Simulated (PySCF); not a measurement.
HClSSi (SMILES S[Si]Cl), singlet, geometry from GFN2-xTB. Base run: PBE0/6-31G in PySCF.

Input for PySCF:
```python
from pyscf import gto, scf, dft, solvent

mol = gto.M(
    atom='''
Si    0.072890   -0.051670    0.942971
Cl    1.187203   -1.081357   -0.422780
S    -1.201735    1.095066   -0.410256
H    -1.975149    1.585394    0.549774
''',
    basis='6-31g',
    charge=0,
    spin=0,
    verbose=4,
)

mf = dft.RKS(mol)
mf.xc = 'pbe0'
mf.kernel()
```

The base run was repeated with changes; each row names its change, and settings that it needs were set with it.

| change | ΔE vs base (kcal/mol) | dipole (D) | HOMO-LUMO gap (eV) |
|---|---|---|---|
| base | 0.000 | 2.55 | 4.42 |
| model = IEF-PCM; solvent = dichloromethane; vdw_scale = 1.4 | ___ | ___ | ___ |
| model = IEF-PCM; solvent = dichloromethane; lebedev_order = 41 | -4.04 | 3.30 | 4.52 |
| model = C-PCM; solvent = dichloromethane | -4.32 | 3.34 | 4.53 |
| model = IEF-PCM; solvent = dichloromethane | -4.04 | 3.30 | 4.52 |
| model = IEF-PCM; solvent = dichloromethane; vdw_scale = 1.1 | -5.69 | 3.44 | 4.56 |
| model = ddCOSMO; solvent = dichloromethane | ___ | ___ | 4.56 |
| model = COSMO; solvent = dichloromethane | -4.05 | 3.29 | 4.52 |
| model = IEF-PCM; solvent = 2-propanol | -4.52 | 3.39 | 4.53 |
| model = IEF-PCM; solvent = tetrahydrofuran | -3.86 | 3.26 | 4.52 |
| model = SS(V)PE; solvent = dichloromethane | ___ | 3.29 | 4.52 |
| model = IEF-PCM; solvent = dimethylsulfoxide | -4.78 | 3.44 | 4.54 |

Q: Fill in the missing entries.

A: 
- model = IEF-PCM; solvent = dichloromethane; vdw_scale = 1.4, ΔE vs base (kcal/mol): -2.24
- model = IEF-PCM; solvent = dichloromethane; vdw_scale = 1.4, dipole (D): 3.07
- model = IEF-PCM; solvent = dichloromethane; vdw_scale = 1.4, HOMO-LUMO gap (eV): 4.47
- model = ddCOSMO; solvent = dichloromethane, ΔE vs base (kcal/mol): -4.16
- model = ddCOSMO; solvent = dichloromethane, dipole (D): 3.27
- model = SS(V)PE; solvent = dichloromethane, ΔE vs base (kcal/mol): -3.99

The base is the gas phase, so ΔE is the electrostatic part of solvation at a fixed geometry, without cavity and dispersion terms.
